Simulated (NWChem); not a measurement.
Molecule: BaHSF; SMILES [F][Ba][SH]

```xyz
4

Ba     0.3253     0.4295     0.0000
F     -1.3676     1.8682     0.0000
S     -0.4236    -2.3797     0.0000
H      0.8690    -2.7882     0.0000
```
Atoms are numbered in this order, from 1.

All runs: NWChem. All runs use the structure optimised with PBE0/def2-SVP. def2 effective core potentials on Ba; no spin-orbit coupling. Ions are spin-unrestricted doublets at the neutral geometry; other ion states weren't tried.

For level PBE/def2-SVPD:

```
Item           Result
-------------  ------
−ε(HOMO) (eV)    4.90
```

Q: How do the values read with level r2SCAN/def2-SVPD instead?

A: 
- −ε(HOMO) (eV): 5.06
